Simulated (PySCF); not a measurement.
Several compounds and their computed core spectra got separated.

The calculation used delta-SCF UKS SCAN, pcX-2 on the ionised atom, pcseg-1 elsewhere, spin-free X2C (PySCF). Geometries: GFN2-xTB; isolated species, one conformer each.

Line lists (1s up to Mg, 2p3/2 beyond; areas count atoms within a level, one atom standing for each set equivalent by bonding):
1. C 1s: 289.84 (area 1), 290.36 (area 1), 290.53 (area 1), 290.88 (area 1) eV; N 1s: 404.91 (area 1), 405.80 (area 1) eV
2. C 1s: 290.62 (area 2), 291.21 (area 1) eV; O 1s: 536.26 eV; P 2p3/2: 137.90 eV
3. C 1s: 290.26 (area 1), 290.39 (area 1), 290.94 (area 1), 290.97 (area 1), 291.39 (area 1), 291.84 (area 1) eV; N 1s: 403.92 eV
4. C 1s: 297.18 (area 1), 298.92 (area 1), 301.06 (area 1), 302.04 (area 1) eV; O 1s: 546.73 (area 1), 546.91 (area 1) eV; F 1s: 698.40 eV

Structures:
A. `[H]/N=C1/C=C(C#C)C1`
B. `CP1(=O)CC1`
C. `C=C/C(C)=N\N`
D. `C[C+]1O[C@H](CO1)F`

Question: Which list belongs to which compound?

Answer: 
- 1 = C: no other candidate has these counts of sites. C 1s: 289.84 terminal =CH2 carbon, 290.36 methyl carbon, 290.53 alkene CH carbon, 290.88 C=N carbon; N 1s: 404.91 C=N nitrogen, 405.80 nitrogen bonded to N and 2 H.
- 2 = B: no other candidate has this set of levels. C 1s: 290.62 sp3 carbon bound to phosphorus (×2), 291.21 sp3 carbon bound to phosphorus; O 1s: 536.26 phosphoryl oxygen; P 2p3/2: 137.90 phosphoryl phosphorus.
- 3 = A: no other candidate has these counts of sites. C 1s: 290.26 terminal alkyne carbon, 290.39 alkene CH carbon, 290.94 alkyne carbon, 290.97 allylic carbon, 291.39 fully substituted alkene carbon, 291.84 imine carbon; N 1s: 403.92 imine nitrogen.
- 4 = D: no other candidate has this set of levels. C 1s: 297.18 methyl carbon, 298.92 sp3 carbon bound to oxygen, 301.06 sp3 C–F carbon, 302.04 carbon bonded to C and 2 O; O 1s: 546.73 oxygen bonded to 2 C, 546.91 oxygen bonded to 2 C; F 1s: 698.40 alkyl fluorine.

2p3/2 and 2p1/2 are the ΔSCF energy of one spin-free 2p hole plus the eigenvalues of a spin–orbit and ligand-field matrix of the shell. 5 of these hole states are spin-contaminated (⟨S²⟩ up to 0.99, against 0.75; counted from 0.85) and less certain.
